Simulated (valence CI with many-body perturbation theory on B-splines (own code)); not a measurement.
## How close is CI+MBPT for P+?

Computed by relativistic CI+MBPT: four valence electrons over a frozen Dirac-Fock core [Ne], radial functions for each j: 11 s, 11 p, 10 d, 8 f, 5 g, 2 h, with the one-electron correlation potential Σ1 (screened to all orders), the two-electron term Σ2, the three-electron term Σ3, Breit, model QED; selected single and double excitations, second order for the rest, scaled by the run's own slope (own B-spline code, finite nucleus).

Against 35 measured levels this calculation errs by 61 cm⁻¹ on average and by 194 at most. These come from a selection out of the NIST Handbook of Basic Atomic Spectroscopic Data. Levels without a partner in it may be off by more. Among the levels kept, up to 2400 cm⁻¹ of a level comes from second order outside the variational space, and about a tenth of that is noise between levels of different J, which matters for small intervals.

Measured levels: NIST Handbook of Basic Atomic Spectroscopic Data (Sansonetti and Martin, J. Phys. Chem. Ref. Data 34, 1559 (2005)). Pairs share parity and J, and are chosen by configuration, term and nearness in energy; levels without a clear partner are left out. Energies in cm⁻¹ above the measured ground level.

Names give the largest LS component (configuration and term), which can be under half, so a name can repeat, a term be missing and a line seem to break the LS rules; names also repeat where a configuration has a term twice.

| Computed label | Label in the source | Measured | Computed | Difference |
| --- | --- | --- | --- | --- |
| 3s2 3p2 3P_0 | 3s2 3p2 3P | 0 | 0.0 | 0 |
| 3s2 3p2 3P_1 | 3s2 3p2 3P | 164.9 | 188.7 | +24 |
| 3s2 3p2 3P_2 | 3s2 3p2 3P | 469.1 | 489.6 | +20 |
| 3s2 3p2 1D_2 | 3s2 3p2 1D | 8882.3 | 8989.0 | +107 |
| 3s2 3p2 1S_0 | 3s2 3p2 1S | 21575.6 | 21765.2 | +190 |
| 3s 3p3 5S°_2 | 3s 3p3 5S° | 45697.0 | 45502.5 | -194 |
| 3s 3p3 3D°_1 | 3s 3p3 3D° | 65251.4 | 65164.6 | -87 |
| 3s 3p3 3D°_2 | 3s 3p3 3D° | 65272.3 | 65189.9 | -82 |
| 3s 3p3 3D°_3 | 3s 3p3 3D° | 65307.2 | 65223.2 | -84 |
| 3s 3p3 3P°_2 | 3s 3p3 3P° | 76764.1 | 76770.0 | +6 |
| 3s 3p3 3P°_1 | 3s 3p3 3P° | 76812.3 | 76816.3 | +4 |
| 3s 3p3 3P°_0 | 3s 3p3 3P° | 76823.1 | 76807.8 | -15 |
| 3s2 3p 4s 3P°_0 | 3s2 3p 4s 3P° | 86597.6 | 86606.3 | +9 |
| 3s2 3p 4s 3P°_1 | 3s2 3p 4s 3P° | 86744.0 | 86795.1 | +51 |
| 3s2 3p 4s 3P°_2 | 3s2 3p 4s 3P° | 87124.6 | 87183.6 | +59 |
| 3s2 3p 4s 1P°_1 | 3s2 3p 4s 1P° | 88893.2 | 88956.6 | +63 |
| 3s2 3p 4p 1P_1 | 3s2 3p 4p 1P | 101635.7 | 101649.6 | +14 |
| 3s2 3p 4p 3D_1 | 3s2 3p 4p 3D | 103165.6 | 103194.1 | +28 |
| 3s2 3p 4p 3D_2 | 3s2 3p 4p 3D | 103339.1 | 103381.2 | +42 |
| 3s2 3p 4p 3D_3 | 3s2 3p 4p 3D | 103667.9 | 103699.9 | +32 |
| 3s2 3p 4p 3P_0 | 3s2 3p 4p 3P | 105224.1 | 105195.9 | -28 |
| 3s2 3p 4p 3P_1 | 3s2 3p 4p 3P | 105302.4 | 105309.3 | +7 |
| 3s2 3p 4p 3P_2 | 3s2 3p 4p 3P | 105549.7 | 105565.6 | +16 |
| 3s2 3p 4p 3S_1 | 3s2 3p 4p 3S | 106001.2 | 106035.0 | +34 |
| 3s2 3p 4p 1D_2 | 3s2 3p 4p 1D | 107922.9 | 107968.3 | +45 |
| 3s 3p3 3S°_1 | 3s 3p3 3S° | 110254.8 | 110386.6 | +132 |
| 3s2 3p 4p 1S_0 | 3s2 3p 4p 1S | 111507.7 | 111541.5 | +34 |
| 3s 3p3 1D°_2 | 3s 3p3 1D° | 112606.9 | 112731.2 | +124 |
| 3s 3p3 1P°_1 | 3s 3p3 1P° | 118341.7 | 118490.8 | +149 |
| 3s2 3p 5s 3P°_0 | 3s2 3p 5s 3P° | 123344.2 | 123215.5 | -129 |
| 3s2 3p 5s 3P°_1 | 3s2 3p 5s 3P° | 123455.5 | 123366.1 | -89 |
| 3s2 3p 5s 3P°_2 | 3s2 3p 5s 3P° | 123890.8 | 123809.4 | -81 |
| 3s2 3p 5s 1P°_1 | 3s2 3p 5s 1P° | 124432.3 | 124351.5 | -81 |
| 3s2 3p 4d 3F°_2 | 3s2 3p 4d 3F° | 124946.7 | 124965.7 | +19 |
| 3s2 3p 4d 3F°_3 | 3s2 3p 4d 3F° | 125128.9 | 125154.1 | +25 |
| 3s2 3p 4d 3F°_4 | 3s2 3p 4d 3F° | 125391.1 | 125410.3 | +19 |

Over 35 excited levels the mean absolute difference is 61 cm⁻¹, the median 42 and the largest 194. The comparison draws on a selection of the measured levels: 36 of the 219 computed ones have a partner in it, and others may be off by more.

Rates against NIST Handbook of Basic Atomic Spectroscopic Data (Sansonetti and Martin, J. Phys. Chem. Ref. Data 34, 1559 (2005)):

| λ vac, measured (nm) | Upper | Lower | A computed (s⁻¹) | A tabulated (s⁻¹) |
| --- | --- | --- | --- | --- |
| 131.07 | 3s 3p3 3P°_2 | 3s2 3p2 3P_2 | 5.25e+07 | 3.28e+07 |
| 153.25 | 3s 3p3 3D°_1 | 3s2 3p2 3P_0 | 6.34e+06 | 2.90e+06 |
| 153.59 | 3s 3p3 3D°_2 | 3s2 3p2 3P_1 | 8.34e+06 | 3.85e+06 |
| 154.23 | 3s 3p3 3D°_3 | 3s2 3p2 3P_2 | 1.02e+07 | 4.80e+06 |
| 458.93 | 3s2 3p 4d 3F°_3 | 3s2 3p 4p 3D_2 | 1.76e+08 | 1.70e+08 |
| 459.11 | 3s2 3p 4d 3F°_2 | 3s2 3p 4p 3D_1 | 1.62e+08 | 1.60e+08 |
| 460.34 | 3s2 3p 4d 3F°_4 | 3s2 3p 4p 3D_3 | 1.94e+08 | 1.90e+08 |
| 602.58 | 3s2 3p 4p 3D_2 | 3s2 3p 4s 3P°_1 | 4.95e+07 | 5.10e+07 |
| 604.48 | 3s2 3p 4p 3D_3 | 3s2 3p 4s 3P°_2 | 6.09e+07 | 6.80e+07 |
